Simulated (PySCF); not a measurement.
A homologous series of growing length: n-germane methyl/methyl. Gas-phase values, no solvent. One relaxed conformer stands for each flexible species; it need not be the lowest. Strings in code marks are SMILES.

Computed with PySCF with PBE-D3(BJ)/def2-TZVP // PBE0-D3(BJ)/def2-SVP. Excitations are Tamm–Dancoff values on a coarser integration grid. The basis has no diffuse functions, so Rydberg states are missing or too high.

```json
[
 {"species": "n = 1 (`[CH3][GeH2][CH3]`)", "HOMO–LUMO gap (eV)": "?", "S1 excitation (TDA) (eV)": "?"},
 {"species": "n = 2 (`[CH3][GeH2][GeH2][CH3]` (C–Ge–Ge–C torsion 179°))", "HOMO–LUMO gap (eV)": "6.05", "S1 excitation (TDA) (eV)": "6.33"},
 {"species": "n = 3 (`[CH3][GeH2][GeH2][GeH2][CH3]` (C–Ge–Ge–Ge torsion 180°, Ge–Ge–Ge–C torsion 180°))", "HOMO–LUMO gap (eV)": "5.80", "S1 excitation (TDA) (eV)": "?"},
 {"species": "n = 4 (`[GeH2]([GeH2][CH3])[GeH2][GeH2][CH3]`)", "HOMO–LUMO gap (eV)": "5.23", "S1 excitation (TDA) (eV)": "5.80"},
 {"species": "n = 5 (`[CH3][GeH2][GeH2][GeH2][GeH2][GeH2][CH3]`)", "HOMO–LUMO gap (eV)": "4.84", "S1 excitation (TDA) (eV)": "5.41"},
 {"species": "n = 6 (`[GeH2]([GeH2][GeH2][GeH2][GeH2][CH3])[GeH2][CH3]`)", "HOMO–LUMO gap (eV)": "4.56", "S1 excitation (TDA) (eV)": "5.14"}
]
```

Question: Fill in the missing entries.

Answer: 
- n = 1 (`[CH3][GeH2][CH3]`), HOMO–LUMO gap (eV): 7.60
- n = 1 (`[CH3][GeH2][CH3]`), S1 excitation (TDA) (eV): 7.68
- n = 3 (`[CH3][GeH2][GeH2][GeH2][CH3]` (C–Ge–Ge–Ge torsion 180°, Ge–Ge–Ge–C torsion 180°)), S1 excitation (TDA) (eV): 6.22
